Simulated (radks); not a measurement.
Excited configurations of Si: one electron is placed in a higher orbital outside [Ne] 3s2 3p1. The ground configuration is [Ne] 3s2 3p2. Calculated with a radial shooting solver on a logarithmic mesh with Libxc functionals: scalar-relativistic Kohn-Sham, PBE, spin-unpolarised, spherical densities, finite nucleus; Fermi nuclear charge, rms radius 3.1224 fm. Excitation = E - E(ground); binding = E(ion) - E, where the ion is the core of charge +1; n* = 1/sqrt(2 binding) in atomic units, and the quantum defect is n - n*.

| outer orbital | excitation (eV) | binding (eV) | n* | <r> (bohr) |
|---|---|---|---|---|
| 5p | 6.510 | 1.230 | 3.325 | 17.01 |
| 6s | 6.800 | 0.940 | 3.804 | 23.55 |
| 6d | 7.195 | 0.545 | 4.997 | 38.74 |
| 7p | 7.203 | 0.537 | 5.032 | 41.33 |

The Delta-SCF ionisation energy is 7.740 eV (NIST Atomic Spectra Database: 8.152 eV, measured). Self-interaction in the functional shifts the binding energies and quantum defects, so they are the method's values and not measured ones. Spin polarisation and multiplet splitting are left out, so open shells lie too high by an amount that depends on their filling.

Beside tabulated values, note that spin-unpolarised runs miss the spin-polarisation part of the exchange energy of open shells.
